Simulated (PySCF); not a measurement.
Zn(NH2)(NMe2), SMILES C[N]([Zn][NH2])C (C2H8N2Zn), singlet at its B3LYP/def2-SVP optimised geometry (Å):

```
13

Zn     0.5588    -0.1806     0.0000
N      2.3823    -0.1806     0.0000
H      2.8402    -0.5009    -0.8527
H      2.8399    -0.6522     0.7795
N     -1.2552    -0.0151     0.0000
C     -2.1563    -1.1367    -0.0950
C     -1.9332     1.2513     0.1320
H     -2.8125    -1.2385     0.7994
H     -2.8402    -1.0618    -0.9708
H     -1.6082    -2.0884    -0.1988
H     -2.6036     1.4677    -0.7305
H     -2.5749     1.3024     1.0411
H     -1.2181     2.0884     0.1982
```

Calculation: B3LYP/def2-TZVP (PySCF). Cells within 0.4 Å of a nucleus heavier than hydrogen are left out (blank, or x).

Map of the Laplacian of the electron density (e/bohr⁵), clipped to [-1.50, 1.50] on the plane z = 0.0 Å:

```
|5555555555555555555555555555555|
|5555555555555555555555555555555|
|5555555555555555555555555555555|
|5555555555555555555555555555555|
|5555555555555555555555555555555|
|5555555555555555555555555555555|
|5555555555555555555555555555555|
|5555555555555555555555555555555|
|5555555555545555555555555555555|
|5555555555404555555555555555555|
|5555555556235555555555555555555|
|555555555xx45555555555555555555|
|555555554xx55555555555555555555|
|5555555554346555676555555555555|
|55555555553x4559999654245555555|
|55555555563xx369xx9850xx5555555|
|55555555552x3469xx9850xx6555555|
|5555555553356559999654356555555|
|55555554xx455555776555555555555|
|55555554xx455555555555555555555|
|5555555552355555555555555555555|
|5555555554045555555555555555555|
|5555555555455555555555555555555|
|5555555555555555555555555555555|
|5555555555555555555555555555555|
|5555555555555555555555555555555|
|5555555555555555555555555555555|
|5555555555555555555555555555555|
|5555555555555555555555555555555|
|5555555555555555555555555555555|
|5555555555555555555555555555555|
```
Scale: ten equal steps from -1.50 (start of '0') to 1.50 (end of '9'), in the order '0123456789'; x runs from -5.00 to 5.00, y from -5.00 (bottom) to 5.00 (top).
